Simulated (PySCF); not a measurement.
C5H14SSi, SMILES CS[SiH2]C(C)(C)C at its GFN2-xTB optimised geometry (Å):

```
21

C      2.8596     0.7583     1.5085
S      1.0680     0.8900     1.7742
Si     0.3957    -0.1065     0.0000
C     -1.5106    -0.1065     0.0000
C     -2.0409     1.3279     0.0000
C     -2.0028    -0.8235    -1.2549
C     -2.0412    -0.8343     1.2358
H      3.1422    -0.2875     1.4447
H      3.1310     1.2797     0.5964
H      3.3415     1.2236     2.3616
H      0.9432     0.6186    -1.1495
H      0.9443    -1.4651     0.0202
H     -3.1307     1.3285    -0.0011
H     -1.7008     1.8624     0.8845
H     -1.7013     1.8688    -0.8812
H     -1.6455    -1.8507    -1.2812
H     -1.6517    -0.3199    -2.1530
H     -3.0921    -0.8420    -1.2796
H     -1.7034    -1.8688     1.2535
H     -1.6991    -0.3448     2.1454
H     -3.1310    -0.8335     1.2367
```

Level of theory: PBE0/def2-SVP (PySCF).

Map of the electrostatic potential (hartree/e), clipped to [-0.08, 0.12] on the plane z = 0.6 Å:

```
|222222221111111111122222222|
|222222211111111111112222222|
|222222211111111111112222222|
|222222111111111111112222222|
|222222111111111111112222222|
|222222111111110011112222222|
|222222122221100001122222222|
|222222235642100000123322222|
|222223369993110001235543222|
|222246899994322233489973222|
|222359999995578997699993222|
|222245799997999999999973222|
|222233479999999999999843222|
|222233489999999999777533222|
|222346799999999999556543222|
|222349999999999995444433222|
|222335799995799994333332222|
|222223359964445973222222222|
|222222235863223432222222222|
|222222223443222222222222222|
|222222222332222112222222222|
|222222222222222222222222222|
|222222222222222222222222222|
|222222222222222222222222222|
|222222222222222222222222222|
|222222222222222222222222222|
|222222222222222222222222222|
```
Scale: ten equal steps from -0.034 (start of '0') to 0.120 (end of '9'), in the order '0123456789'; x runs from -5.50 to 5.50, y from -5.50 (bottom) to 5.50 (top).
